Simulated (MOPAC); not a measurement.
A run for MOPAC: PM3 on BeB, 2S+1 = 2, a spin state set in the input, which need not be the lowest, a point of a bond scan (R = 1.768 Å).

```
PM3 1SCF PRECISE CHARGE=0 UHF MS=0.5 THREADS=1
BBe

Be     0.00000000 1     0.00000000 1     0.00000000 1
B      0.00000000 1     0.00000000 1     1.76778500 1
```

It printed:

```
*******************************************************************************
 **                                                                           **
 **                              MOPAC v23.2.5                                **
 **                                                                           **
 *******************************************************************************
 ** MOPAC's Digital Object Identifier: https://doi.org/10.5281/zenodo.6511958 **
 **                                                                           **
 ** Please cite the open-source release paper for use of this MOPAC version:  **
 ** J. E. Moussa and J. J. P. Stewart (2026)                                  **
 ** MOPAC: An open-source semiempirical molecular orbital program             **
 ** J. Open Source Softw., 11(119), 8025, https://doi.org/10.21105/joss.08025 **
 *******************************************************************************

                              PM3 CALCULATION RESULTS

 *******************************************************************************
 *  PM3        - The PM3 Hamiltonian to be used
 *  UHF        - UNRESTRICTED HARTREE-FOCK CALCULATION
 *
 *
 *
 *                 CHARGE ON SYSTEM = 0
 *
 *
 *
 *  MS=        - IN MECI, MAGNETIC COMPONENT OF SPIN =  0.5
 *  PRECISE    - TIGHTER CRITERIA TO BE USED
 *  1SCF       - DO 1 SCF AND THEN STOP
 *  THREADS=1  - MULTI-THREADING NOT USED
 *  T=         - A TIME OF 172800.0 SECONDS REQUESTED
 *  DUMP=N     - RESTART FILE WRITTEN EVERY 7200.0 SECONDS REQUESTED
 *******************************************************************************
PM3 1SCF PRECISE CHARGE=0 UHF MS=0.5 THREADS=1
 BBe

   ATOM   CHEMICAL          X               Y               Z
  NUMBER   SYMBOL      (ANGSTROMS)     (ANGSTROMS)     (ANGSTROMS)

     1      Be          0.00000000  *   0.00000000  *   0.00000000  *
     2       B          0.00000000  *   0.00000000  *   1.76778500  *



          CARTESIAN COORDINATES

    NO.       ATOM           X           Y           Z

     1        Be          0.0000      0.0000      0.0000
     2         B          0.0000      0.0000      1.7678

 Be: (PM3): J. J. P. STEWART, J. COMP. CHEM. 10, 209 (1989).
  B: (PM3): J. J. P. STEWART, J. MOL. MOD., 10, 155-164 (2004)

           Empirical Formula: Be B  =     2 atoms



      MOLECULAR POINT GROUP   :   C*v


          UHF CALCULATION, NO. OF ALPHA ELECTRONS =    3
                           NO. OF BETA  ELECTRONS =    2

 -------------------------------------------------------------------------------
 PM3 1SCF PRECISE CHARGE=0 UHF MS=0.5 THREADS=1
 BBe



     1SCF WAS SPECIFIED, SO BFGS WAS NOT USED
     SCF FIELD WAS ACHIEVED


                              PM3 CALCULATION
                                                       MOPAC v23.2.5 Linux




          FINAL HEAT OF FORMATION =        196.17750 KCAL/MOL =     820.80667 KJ/MOL


          COSMO AREA              =         79.80 SQUARE ANGSTROMS
          COSMO VOLUME            =         63.86 CUBIC ANGSTROMS

          IONIZATION POTENTIAL    =          7.228770 EV
          ALPHA SOMO LUMO (EV)    =         -7.229  0.484
          BETA  SOMO LUMO (EV)    =         -8.329  0.709
          NO. OF ALPHA ELECTRONS  =          3
          NO. OF BETA  ELECTRONS  =          2
          MOLECULAR WEIGHT        =         19.8222         POINT GROUP:  C*v

          MOLECULAR DIMENSIONS (Angstroms)

            Atom       Atom       Distance
            B     2   Be     1     1.76778
            B     2   Be     1     0.00000
           Be     1    B     2     0.00000


          SCF CALCULATIONS        =          1





   ATOM   CHEMICAL          X               Y               Z
  NUMBER   SYMBOL      (ANGSTROMS)     (ANGSTROMS)     (ANGSTROMS)

     1      Be          0.00000000  *   0.00000000  *   0.00000000  *
     2       B          0.00000000  *   0.00000000  *   1.76778500  *

                             CARTESIAN COORDINATES

   1   Be        0.000000000     0.000000000     0.000000000
   2    B        0.000000000     0.000000000     1.767785000


           Empirical Formula: Be B  =     2 atoms



      MOLECULAR POINT GROUP   :   C*v


          ALPHA EIGENVALUES
 -18.71375  -8.69689  -7.22877   0.48387   1.24219   1.41247   3.48804   4.57072


           BETA EIGENVALUES
 -18.20328  -8.32938   0.70873   0.82721   1.12331   3.92426   4.81597   4.84187


              NET ATOMIC CHARGES AND DIPOLE CONTRIBUTIONS

  ATOM NO.   TYPE          CHARGE      No. of ELECS.   s-Pop       p-Pop
    1         Be           0.036890        1.9631     1.74136     0.22175
    2          B          -0.036890        3.0369     1.90051     1.13638
 DIPOLE           X         Y         Z       TOTAL
 POINT-CHG.     0.000     0.000    -0.313     0.313
 HYBRID         0.000     0.000    -1.251     1.251
 SUM            0.000     0.000    -1.565     1.565


          ATOMIC ORBITAL ELECTRON POPULATIONS

     Atom    s        px        py        pz
    1 Be   1.74136   0.14351   0.00000   0.07823
    2  B   1.90051   0.85649   0.00000   0.27989


                    (SZ)    =    0.500000
                    (S**2)  =    0.825736


          ATOMIC ORBITAL SPIN POPULATIONS

    Atom   Total    s     px     py     pz
         Atomic
    1 Be  0.0027 -0.122  0.144  0.000 -0.019
    2  B  0.9973 -0.004  0.856  0.000  0.145

 **********************
 *                    *
 * JOB ENDED NORMALLY *
 *                    *
 **********************




 == MOPAC DONE ==
```

The run finished.

Cost: around 0.020 core-seconds (rough).
